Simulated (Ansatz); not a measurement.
Total energies of the cluster Ca₂O₂ (the lowest singlet isomer of a short search) from Ansatz at PBE-D4/def2-TZVP, gas phase (1 Eh = 27.2114 eV = 2625.5 kJ/mol). The reference geometry is relaxed at PBE0-D4/def2-TZVP.

Cartesian coordinates in Å:
```
Ca -0.009 -1.428 -0.368
Ca 0.015 1.427 0.374
O 0.968 0.247 -0.980
O -0.974 -0.245 0.975
```

```csv
state,geometry,energy (Eh)
charge 0 singlet,reference,-1505.22801
charge 1 doublet,reference,-1504.98063
charge 1 doublet,relaxed at PBE0-D4/def2-TZVP,-1505.00550
charge 0 triplet,relaxed at PBE0-D4/def2-TZVP,-1505.16188
charge 0 quintet,relaxed at PBE0-D4/def2-TZVP,-1505.05449
free Ca atom (singlet),–,-677.32879
free O atom (triplet),–,-75.00967
```

(1) Work out the vertical ionisation energy to the doublet.

(2) How much does the charge 1 doublet relax, and what is the adiabatic ionisation energy?

(3) Which of the charge 0 states is lowest, and how far above it are the others?

(4) What is the binding energy per atom against free atoms?

(1) E(charge 1 doublet) − E(charge 0 singlet) = -1504.98063 − (-1505.22801) = 0.24738 Eh = 6.73 eV. For comparison, −ε of the highest occupied level is 3.70 eV at this level, 3.03 eV less.

(2) Relaxation: -1504.98063 − (-1505.00550) = 0.02487 Eh = 0.68 eV. Adiabatic ionisation energy: 0.22251 Eh = 6.05 eV, without zero-point energy. 

(3) The singlet. triplet: -1505.16188 − (-1505.22801) = 0.06613 Eh = 173.6 kJ/mol; quintet: -1505.05449 − (-1505.22801) = 0.17352 Eh = 455.6 kJ/mol.

(4) Atoms: 2 × (-677.32879) + 2 × (-75.00967) = -1504.67692 Eh. Binding: -1504.67692 − (-1505.22801) = 0.55109 Eh = 15.00 eV, or 3.75 eV for each of 4 atoms (no zero-point energy, no counterpoise term).

The structure comes from a short search, and lower isomers may exist.
